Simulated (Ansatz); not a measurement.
Consider the cleavage of the B–Si bond: `[SiH3][SiH2]BS` + `O[SiH2]F` → `F[SiH2]OBS` + `[SiH3][SiH3]`.

Program: Ansatz. Geometries: PBE0-D4/def2-TZVP. ΔE: electronic, gas phase. CBS: MP2 limit from def2 TZ/QZ plus the TZ coupled-cluster correction, frozen cores. DFT in def2-TZVPP. One conformer a species, not always the lowest.

`[SiH3][SiH2]BS`:

```xyz
11

Si    0.615   -1.567   -0.869
Si    0.772    0.455    0.309
B    -0.926    1.466    0.019
S    -2.256    1.504    1.178
H     1.856   -2.373   -0.714
H     0.397   -1.302   -2.317
H    -0.534   -2.361   -0.356
H     1.965    1.196   -0.191
H     0.982    0.139    1.753
H    -1.159    2.053   -0.995
H    -1.714    0.791    2.183
```

`O[SiH2]F`:

Z-matrix (Å, degrees):
```
Si
F 1 1.596
O 1 1.630 2 111.0
H 1 1.482 2 106.0 3 121.4
H 1 1.474 2 108.2 3 -116.3
H 3 0.958 1 119.1 2 71.8
```

`F[SiH2]OBS`:

```xyz
9

F     1.004   -1.452    0.824
Si    1.008   -0.782   -0.626
O    -0.089    0.414   -0.694
B    -1.040    1.125   -0.046
S    -1.542    0.872    1.665
H     2.348   -0.208   -0.852
H     0.634   -1.822   -1.603
H    -1.610    1.999   -0.628
H    -0.713   -0.145    1.961
```

`[SiH3][SiH3]`:

Cartesian coordinates in Å:
```
Si 1.161 -0.014 -0.141
Si -1.161 0.014 0.141
H 1.659 -1.416 -0.172
H 1.534 0.652 -1.417
H 1.825 0.702 0.982
H -1.534 -0.655 1.416
H -1.825 -0.699 -0.983
H -1.658 1.416 0.175
```

CCSD(T)/CBS gives -1.21 eV.

(1) Another level gave -1.14 eV. Which?
A. SCS-MP2/def2-TZVPP
B. PBE0/def2-TZVPP
C. r2SCAN-D4/def2-TZVPP
D. PBE-D4/def2-TZVPP

Largest T1 diagnostic among the species: 0.016.

## Answers

(1) B. PBE0 -1.14, PBE-D4 -1.09, SCS-MP2/def2-TZVPP -1.29, r2SCAN-D4 -1.20 eV.

In def2-TZVPP, CCSD(T) changes the Hartree–Fock value by +0.27 eV (the triples alone add +0.04 eV) and MP2 by +0.26 eV. From PBE to PBE0 (25 % exact exchange), in def2-TZVPP and without D4, ΔE moves by −0.06 eV.
